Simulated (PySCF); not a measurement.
Species: C6H9N.
SMILES: `C(/C=N/C=C)C=C`

Torsions of this conformer, `[CH2:1]=[CH:2][CH2:3]/[CH:4]=[N:5]/[CH:6]=[CH2:7]`: C1–C2–C3–C4 -113°, C2–C3–C4–N5 -110°, C4–N5–C6–C7 -179°.

The closed-shell ground state was solved at several levels (PySCF, density fitting, gas phase, non-relativistic). The structure is a single GFN2-xTB conformer in the gas phase; no vibrational or solvent corrections.

```json
{"level": "PBE0/pcSseg-1", "basis functions": "164", "HOMO (eV)": "-7.08", "LUMO (eV)": "-1.11", "gap (eV)": "5.97", "dipole (D)": "1.39"}
{"level": "CAM-B3LYP/def2-SVPD", "basis functions": "212", "HOMO (eV)": "-8.33", "LUMO (eV)": "-0.03", "gap (eV)": "8.30", "dipole (D)": "1.44"}
```

(1) What might B3LYP/pcJ-1 (279 basis functions) give for the same quantities?

(2) Over all these levels, which gives the widest orbital gap and which the narrowest?

(3) How far do the dipole and the HOMO energy spread over the levels?

Answers

(1) HOMO -6.84 eV, LUMO -1.29 eV, gap 5.55 eV, dipole 1.34 D.

(2) CAM-B3LYP/def2-SVPD (range-separated hybrid) has the widest, 8.30 eV, and B3LYP/pcJ-1 (global hybrid, 20 % exact exchange) the narrowest, 5.55 eV. Functional and basis both differ between the two, so the spread mixes both effects.

(3) The dipole runs from 1.34 to 1.44 D (mean 1.39 D) and the HOMO from -8.33 to -6.84 eV.
